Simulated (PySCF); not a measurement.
C2H7NSi2, SMILES [Si@@H]1(N)C=C[SiH2]1. Atoms are numbered in the order given.

```xyz
12

N      2.2240    -0.6808     0.1354
Si     0.8188     0.1265    -0.4516
C     -0.1264     1.3950     0.5936
C     -1.3938     0.9141     0.6525
Si    -1.3329    -0.7747    -0.1975
H      2.2295    -1.1837     1.0139
H      3.1542    -0.4050    -0.1536
H      1.2159     0.6801    -1.7837
H      0.1692     2.3518     1.0477
H     -2.2225     1.4569     1.1274
H     -2.2826    -0.9893    -1.3372
H     -1.5135    -1.9241     0.7487
```
Charge 0, spin multiplicity 1.

Geometry: PBE0-D3(BJ)/def2-SVP. The structure was generated by enumeration; whether it is a known compound was not checked. One conformer was computed; it need not be the lowest.

Method: PBE0-D3(BJ)/def2-SVP (PySCF 2.14.0).

Frequencies are harmonic and unscaled.

```tsv
mode	ν (cm⁻¹)	IR (km/mol)	Raman (Å⁴/amu)	depolarisation	moving atoms (share of kinetic energy)
1	118	14.1	3.4	0.73	H 38 %, N 23 %, C 20 %, Si 20 %
2	146	8.6	2.4	0.73	H 36 %, N 29 %, C 20 %, Si 15 %
3	228	92.2	1.4	0.62	H 77 %, Si 11 %, N 11 %
4	287	12.2	5.0	0.75	H 53 %, C 29 %, Si 13 %
5	327	78.2	2.2	0.75	H 72 %, N 17 %, Si 9 %
6	415	13.6	16.1	0.27	Si 44 %, H 25 %, C 19 %, N 12 %
7	440	3.6	12.2	0.37	Si 63 %, C 23 %, H 13 %
8	499	10.7	1.8	0.67	H 58 %, Si 29 %, C 13 %
9	595	3.4	21.1	0.71	H 91 %
10	650	27.1	5.4	0.75	H 90 %
11	677	19.0	19.2	0.23	H 47 %, C 34 %, Si 16 %
12	710	13.4	2.3	0.25	H 63 %, C 29 %
13	738	44.9	1.5	0.45	H 48 %, C 37 %, Si 14 %
14	772	107.6	4.4	0.22	H 54 %, C 25 %, Si 21 %
15	807	92.7	1.3	0.75	H 76 %, C 13 %
16	875	54.8	5.9	0.65	N 42 %, H 29 %, Si 27 %
17	918	232.9	9.2	0.75	H 70 %, Si 17 %, N 12 %
18	954	98.4	13.4	0.71	H 89 %, Si 8 %
19	1030	0.0	0.8	0.23	H 77 %, C 23 %
20	1055	2.9	14.9	0.54	H 96 %
21	1275	23.2	0.2	0.45	H 64 %, C 35 %
22	1536	50.3	7.6	0.67	H 89 %, N 11 %
23	1567	0.5	13.6	0.08	C 96 %
24	2199	132.1	196.7	0.17	H 97 %
25	2202	101.2	163.8	0.64	H 96 %
26	2217	151.2	189.9	0.16	H 97 %
27	3138	10.2	178.4	0.68	H 92 %
28	3164	21.3	276.7	0.19	H 91 %, C 9 %
29	3625	43.6	168.1	0.14	H 96 %
30	3730	41.0	96.2	0.70	H 91 %, N 9 %
```
